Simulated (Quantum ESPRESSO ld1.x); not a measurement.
Input (ld1.x (Quantum ESPRESSO 7.5)):

```
 &input
    zed=8.0,
    iswitch=1,
    rel=1,
    lsd=1,
    dft='PZ',
    config='1s1',
    verbosity='high',
    prefix='ld1',
    max_out_wfc=37,
    file_charge='ld1.rho',
 /
```

Command: `OMP_NUM_THREADS=1 ld1.x < ld1.in > ld1.out`

Output:

```
     Program LD1 v.7.5 starts

     --------------------------- All-electron run ----------------------------

     scalar relativistic calculation

     atomic number is  8.00
     dft =PZ   lsd =1 sic =0 latt =0  beta=0.20 tr2=1.0E-14
     Exchange-correlation= PZ
                           (   1   1   0   0   0   0   0)
     mesh =1837 r(mesh) = 100.33940 a.u. xmin = -8.00 dx = 0.00800
     1 Ry =  13.60569312 eV, c = 137.03599908

     n l     nl                  e(Ry)          e(Ha)          e(eV)
     1 0     1S 1( 1.00)     -59.898589386     -29.949294693   -814.9618257
     1 0     1S 2( 0.00)     -54.832549461     -27.416274730   -746.0348411

     final scf error:  7.0E-15 reached in   8 iterations

     Etot =     -63.439711 Ry,     -31.719856 Ha,    -863.141240 eV
     Total magnetization:    1.00 Bohr mag.

     Ekin =      63.480885 Ry,      31.740443 Ha,     863.701442 eV
     Encl =    -127.532703 Ry,     -63.766351 Ha,   -1735.170820 eV
     Eh   =       4.972393 Ry,       2.486197 Ha,      67.652859 eV
     Exc  =      -4.360287 Ry,      -2.180143 Ha,     -59.324722 eV

     normalization and overlap integrals

     s(1S/1S) =  1.000000  <r> =   0.1887  <r2> =    0.0476  r(max) =   0.1250
     s(1S/1S) =  1.000000  <r> =   0.1965  <r2> =    0.0518  r(max) =   0.1291

     ------------------------ End of All-electron run ------------------------
```

Run on one thread of a shared host, so times are rough (Intel(R) Xeon(R) Processor @ 2.60GHz): 0.43 s of CPU time, 0.69 s wall, 8 iterations on 1837 mesh points.
